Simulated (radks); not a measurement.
Numerical settings for the selenium ion Se3+, [Ar] 3d10 4s2 4p1. Calculated with a radial shooting solver on a logarithmic mesh with Libxc functionals: scalar-relativistic Kohn-Sham, r2SCAN, spin-unpolarised, spherical densities, finite nucleus; meta-GGA in the generalised Kohn-Sham scheme; Fermi nuclear charge, rms radius 4.14 fm. The defaults (mesh step 0.008 in ln r, mesh end at 40 bohr or more with all orbitals vanishing there, Anderson mixing 0.5 over 9 steps, residual threshold near 1e-9 with the energy settled to 1e-9 hartree or 1e-11 of itself, here a cap of 77 iterations) give E = -2428.052 hartree and 4p at -36.409 eV in 13 iterations. Run on one thread of a shared host, so times are rough (Arm Neoverse N1): 0.12 s of CPU time, 0.12 s wall, 13 iterations on 2189 mesh points. Changes against that run (0 stands for a change within the tolerance of the run):

setting	iterations	converged	E (mhartree)	e(4p) (meV)	CPU (s)
mesh step in ln r 0.012	13	yes	0	+0.0106	0.09
mesh step in ln r 0.003	15	yes	0	+0.0051	0.32
mesh step in ln r 0.02	13	yes	-0.004	+0.016	0.06
mesh end (bohr) 1	11	level above zero	+8.33e+04	+5.8e+05	0.07
mesh end (bohr) 5	13	yes	+2.14	+89.8	0.11
residual threshold 0.01	10	yes	0	+0.111	0.1
residual threshold 0.001	10	yes	0	+0.111	0.1
mixing 0.05	17	yes	0	+0.0174	0.15
linear mixing, mixing 0.05	77	no	+2.05	-185	0.58
linear mixing, mixing 1	22	no	diverged	-	0.32
mixing history 2	23	yes	0	+0.00968	0.18
iteration cap 5	5	no	+1.82	+496	0.05

Settled on a wrong energy, with an occupied level pushed above zero by the early mesh end: mesh end (bohr) 1 (+83.3 hartree). Apart from these: settings that end as converged yet miss the energy by more than 1 mhartree: mesh end (bohr) 5 (+0.00214 hartree). A mesh that ends early acts as a hard wall.
